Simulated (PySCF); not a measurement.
Compound: C2H7B2P.
Geometry (PBE0-D3(BJ)/def2-SVP, Å), atoms numbered from 1 in this order:
```
atom  x, y, z in Å
B1    -1.8714    1.0370    0.2587
P2    -0.8231   -0.4581   -0.2646
B3     0.8548   -0.5327    0.8226
C4     1.6446    0.7395    0.3995
C5     2.2270    1.7474    0.0376
H6    -2.6656    0.8911    1.1499
H7    -1.6476    2.1084   -0.2352
H8    -1.6212   -1.6205   -0.1470
H9    -0.5821   -0.3805   -1.6555
H10    1.3244   -1.6020    0.4647
H11    0.4416   -0.5497    1.9710
H12    2.7622    2.6280   -0.2663
```

Jobs on this species (12 atoms, 44 electrons) with PySCF (density fitting). Hardware of each: one thread of an Arm Neoverse V1, shared host. The host was shared with other jobs, so the times are rough. Peak memory is the resident size of the whole Python process, interpreter and libraries included.

```tsv
level and settings	work	basis functions	SCF cycles	wall time	peak memory
delta-SCF UKS SCAN, pcX-1 on the ionised atom, pcseg-1 elsewhere, spin-free X2C	ΔSCF core ionisation, 6 holes	131	?	?	?
delta-SCF UKS SCAN, pcX-2 on the ionised atom, pcseg-1 elsewhere, spin-free X2C	ΔSCF core ionisation, 6 holes	151	?	?	?
delta-SCF UKS PBE0, pcX-2 on the ionised atom, pcseg-1 elsewhere, spin-free X2C	ΔSCF core ionisation, 6 holes	151	100	43 s	0.55 GiB
delta-SCF UKS SCAN, def2-TZVP on the ionised atom, pcseg-1 elsewhere, spin-free X2C	ΔSCF core ionisation, 6 holes	128	171	52 s	0.55 GiB
delta-SCF UKS SCAN, pcX-2 on the ionised atom, pcseg-1 elsewhere, non-relativistic	ΔSCF core ionisation, 6 holes	151	249	74 s	0.55 GiB
PBE0-D3(BJ)/def2-SVP, grid level 1	geometry optimisation from a GFN2-xTB start shaken at random	109	47	29 s	0.45 GiB
delta-SCF UKS PBE, pcX-2 on the ionised atom, pcseg-1 elsewhere, spin-free X2C	ΔSCF core ionisation, 6 holes	151	108	23 s	0.55 GiB
delta-SCF UKS HF, pcX-2 on the ionised atom, pcseg-1 elsewhere, spin-free X2C	ΔSCF core ionisation, 6 holes	151	106	26 s	0.55 GiB
delta-SCF UKS B3LYP, pcX-2 on the ionised atom, pcseg-1 elsewhere, spin-free X2C	ΔSCF core ionisation, 6 holes	151	98	43 s	0.57 GiB
```

Problem. Fill in the missing figures.

Solution. 
- delta-SCF UKS SCAN, pcX-1 on the ionised atom, pcseg-1 elsewhere, spin-free X2C; ΔSCF core ionisation, 6 holes: 45 s, 0.55 GiB, 170 SCF cycles
- delta-SCF UKS SCAN, pcX-2 on the ionised atom, pcseg-1 elsewhere, spin-free X2C; ΔSCF core ionisation, 6 holes: 78 s, 0.48 GiB, 249 SCF cycles

Problem. What do all jobs in the table cost together?

Solution. About 6.9 min; the longest takes about 19 % of that, and about 3.4 times as long as the shortest.
